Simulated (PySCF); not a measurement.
# Working out the ionisation energy of Sb²⁺

Sb²⁺ [Kr] 4d10 5s2 5p1 (2P) → Sb³⁺ [Kr] 4d10 5s2 (1S). Calculation: PySCF 2.14, in def2-TZVP with the def2 core potential (28 electrons) (6s5p3d2f, 50 functions); a scalar-relativistic core potential. Frozen: 4s2 4p6 4d10. Energies in hartree (1 hartree = 27.21139 eV):

```csv
part,Sb²⁺ (lower),Sb³⁺ (upper)
UHF,-238.373519,-237.486417
CCSD correlation,-0.046098,-0.035770
(T),-0.000597,0.000000
```

Question: What does Hartree-Fock give?

Answer: (-237.486417) − (-238.373519) = 0.887102 hartree = 24.139 eV.

Question: What do CCSD and CCSD(T) give?

Answer: The CCSD correlation energies differ by 0.010328 hartree = 0.281 eV and the triples by 0.000597 hartree = 0.016 eV, so CCSD gives 24.420 eV and CCSD(T) 24.436 eV.

Reference: 25.323 eV (measured; NIST Atomic Spectra Database, ionization energies), between the lowest levels; spin-orbit coupling is absent from the calculation.

What remains against the reference includes basis incompleteness, the frozen core and higher excitations.
